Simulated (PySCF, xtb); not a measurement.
Ga(Br)2(OH) (Br2GaHO), SMILES [OH][Ga]([Br])[Br].

xtb with GFN2-xTB at its own geometry gives an orbital gap of 3.80 eV and a dipole moment of 3.29 D.

The structure is a stationary point at PBE0-D3(BJ)/def2-SVP. The structure was generated by enumeration; whether it is a known compound was not checked. The values are those of a single conformer.

### Question
What does PBE/def2-TZVP run with PySCF give? (The exact figures need the calculation; the answer reports its results.)

### Answer
gap 4.73 eV (levels -7.41 and -2.68 eV), dipole 1.29 D.
